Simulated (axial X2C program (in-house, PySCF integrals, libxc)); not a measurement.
# NiSi⁺: from the spin-free to the two-component result

All values were computed with an axial X2C code built on PySCF integrals. Spin-free means the one-electron spin-free X2C Hamiltonian; two-component (2c) means X2C with spin–orbit coupling and atomic mean-field two-electron Coulomb and Gaunt terms, so the difference of the two also holds small scalar two-electron terms. Basis: Ni dyall-cv3z [9s9p6d3f2g], Si dyall-v3z [8s7p2d1f] (cores contracted in-house); Gaussian nuclei, density fitting, unrestricted open shells. Masses: Ni 57.935 u, Si 27.977 u.

Spin-free state: M_S = 1/2, Λ = 0 (beyond evenly filled blocks: σα); fragments Ni+ + Si.

| level | Re (Å) | ωe (cm⁻¹) | De (eV) | μ (D) |
| --- | --- | --- | --- | --- |
| HF | 2.519 | 244.9 | 0.640 | 0.49 |
| MP2 | 2.189 | 364.5 | 2.314 | n/a |
| CCSD | 2.233 | 317.9 | 2.264 | n/a |
| CCSD(T) | 2.175 | 356.8 | n/a | n/a |

Correlated methods: 13 electrons correlated (number of frozen shells: Ni 3 s, 2 p; Si 2 s, 1 p), 221 virtual spin orbitals or spinors in MP2, 90 natural virtuals in coupled cluster.

Dipoles are positive if Si is the positive end and refer to the centre of mass.

Two-component determinant lowest at the distance of the search:

Ω = 5/2 (⟨Sz⟩ = 0.47, ⟨Lz⟩ = 2.03 at HF); fragments Ni+ + Si.

| level | Re (Å) | ωe (cm⁻¹) | μ (D) |
| --- | --- | --- | --- |
| HF | 2.443 | 224.9 | 0.20 |
| MP2 | 2.140 | 402.3 | n/a |
| CCSD | 2.202 | 361.9 | n/a |
| CCSD(T) | 2.167 | 405.0 | n/a |

Task: From the two tables, how do the constants change at the CCSD(T) level (2c against spin-free)?

Result: At the CCSD(T) level Re falls by 0.008 Å and ωe goes up by 48.2 cm⁻¹. The two determinants differ in configuration, so these shifts compare two states and are not the spin–orbit effect on one state.

Occupations by symmetry block were frozen at the best pattern of an incomplete PBE0 search. Dissociation energies refer to the lowest single-determinant-based atoms at the same level and basis. De is not given where an atomic determinant may have missed its ground term or J level, or where the truncated virtual space spoils (T). Coupled cluster ran in a truncated set of natural virtual spinors; the MP2 energy of the rest was added. (T) has no such correction and the atoms are truncated less, which lowers De at CCSD(T) by a hundredth of an eV or more. PBE0 can misorder states that lie within some tenths of an eV, so this need not be the ground state of the molecule. The nearest other spin-free determinant of the search, M_S = 1/2, Λ = 2, lies 0.04 eV up at the distance of the search. The T1 diagnostic is large, a sign of multireference character.
